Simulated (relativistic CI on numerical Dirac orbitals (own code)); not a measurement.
## Electric-dipole lines of Mg8+

Computed by Dirac-Coulomb-Breit CI, separate exchange-only KLI orbitals for each configuration, a model potential for QED, valence Slater integrals scaled by 0.9, P86 correlation estimate, and configurations built on the next ion tied to the tabulated ionisation energy (semi-empirical) (own radial code, finite nucleus).

CI space (outside the closed core 1s2): 2s², 2s3s, 2s3p, 2s2p, 2s3d, 2s4s, 2p², 2p3s, 2p3p, 2s4p, 2s4d, 2s4f, 3s², 3s3p, 3p². Levels of other configurations are missing.

| λ vac (Å) | Lower | Upper | A (s⁻¹) | log gf | S velocity/length |
| --- | --- | --- | --- | --- | --- |
| 48.267 | 2s² ¹S0 [1] | 2s4p ¹P°1 [40] | 1.63e+11 | -0.77 | 0.94 |
| 51.665 | 2s2p ³P°1 [3] | 2s4d ³D2 [42] | 1.32e+11 | -0.58 | 1.04 |
| 51.729 | 2s2p ³P°2 [4] | 2s4d ³D3 [43] | 1.76e+11 | -0.31 | 1.04 |
| 55.047 | 2s2p ¹P°1 [5] | 2s4d ¹D2 [44] | 1.88e+11 | -0.37 | 1.02 |
| 62.566 | 2s² ¹S0 [1] | 2s3p ¹P°1 [13] | 2.75e+11 | -0.31 | 0.98 |
| 67.178 | 2s2p ³P°0 [2] | 2s3d ³D1 [17] | 3.73e+11 | -0.12 | 0.91 |
| 67.224 | 2s2p ³P°1 [3] | 2s3d ³D2 [18] | 5.03e+11 | 0.23 | 0.91 |
| 67.229 | 2s2p ³P°1 [3] | 2s3d ³D1 [17] | 2.80e+11 | -0.25 | 0.91 |
| 67.327 | 2s2p ³P°2 [4] | 2s3d ³D3 [19] | 6.68e+11 | 0.50 | 0.91 |
| 67.335 | 2s2p ³P°2 [4] | 2s3d ³D2 [18] | 1.67e+11 | -0.25 | 0.91 |
| 72.170 | 2s2p ³P°2 [4] | 2s3s ³S1 [11] | 9.46e+10 | -0.65 | 0.72 |
| 72.248 | 2s2p ¹P°1 [5] | 2s3d ¹D2 [20] | 4.82e+11 | 0.28 | 0.89 |
| 186.84 | 2s3s ³S1 [11] | 2s4p ³P°2 [39] | 1.61e+10 | -0.38 | 1.13 |
| 203.94 | 2s3p ¹P°1 [13] | 2s4d ¹D2 [44] | 3.78e+10 | 0.07 | 1.06 |
| 208.09 | 2s3p ³P°0 [14] | 2s4d ³D1 [41] | 2.56e+10 | -0.30 | 1.02 |
| 208.26 | 2s3p ³P°1 [15] | 2s4d ³D2 [42] | 3.16e+10 | 0.01 | 1.02 |
| 208.28 | 2s3p ³P°1 [15] | 2s4d ³D1 [41] | 1.76e+10 | -0.46 | 1.02 |
| 208.47 | 2s3p ³P°2 [16] | 2s4d ³D3 [43] | 4.60e+10 | 0.32 | 1.02 |
| 208.50 | 2s3p ³P°2 [16] | 2s4d ³D2 [42] | 1.15e+10 | -0.43 | 1.02 |
| 218.80 | 2s3d ³D1 [17] | 2s4f ³F°2 [45] | 8.12e+10 | 0.46 | 0.98 |
| 218.84 | 2s3d ³D2 [18] | 2s4f ³F°3 [46] | 8.58e+10 | 0.63 | 0.98 |
| 218.85 | 2s3d ³D2 [18] | 2s4f ³F°2 [45] | 1.50e+10 | -0.27 | 0.98 |
| 218.92 | 2s3d ³D3 [19] | 2s4f ³F°4 [47] | 9.66e+10 | 0.80 | 0.98 |
| 218.93 | 2s3d ³D3 [19] | 2s4f ³F°3 [46] | 1.07e+10 | -0.27 | 0.98 |
| 230.45 | 2s3d ¹D2 [20] | 2s4f ¹F°3 [48] | 9.25e+10 | 0.71 | 0.97 |
| 367.61 | 2s² ¹S0 [1] | 2s2p ¹P°1 [5] | 5.34e+09 | -0.49 | 0.96 |
| 1473.7 | 2s3s ³S1 [11] | 2s3p ³P°2 [16] | 3.23e+08 | -0.28 | 0.95 |
| 1485.5 | 2s3s ³S1 [11] | 2s3p ³P°1 [15] | 2.89e+08 | -0.54 | 0.95 |
| 1729.0 | 2s3p ¹P°1 [13] | 2s3d ¹D2 [20] | 1.59e+08 | -0.45 | 0.41 |
| 4111.7 | 2s4s ³S1 [35] | 2s4p ³P°2 [39] | 5.86e+07 | -0.13 | 0.87 |

Terms are leading LS components. Brackets give the number of a level in order of energy, since labels repeat. The list gives strong lines, with weight on those to low levels, without configurations that were not tied to measured data, among the lowest 48 of 58 levels, so that lines to higher ones, which can be the strongest, are missing. Levels whose partners in the same complex of configurations lie outside the list can be far off, and so can their lines. Rates are taken at the computed energies, electric ones in the length gauge. A velocity-to-length ratio far from 1 marks an uncertain rate.

Configurations that consist of the next ion and one excited electron were tied to the tabulated ionisation energy; Rydberg ones are usually within 1,000 to 3,000 cm⁻¹ and the lowest ones within about 6,000 (9,000 in d shells), while levels on excited terms of the next ion carry the error of that term, and the other configurations can be misplaced by 10,000 cm⁻¹ or more. Rates follow the energies as ν³ (E1, M1) or ν⁵ (E2), so rates, branching and lifetimes can be off by large factors.
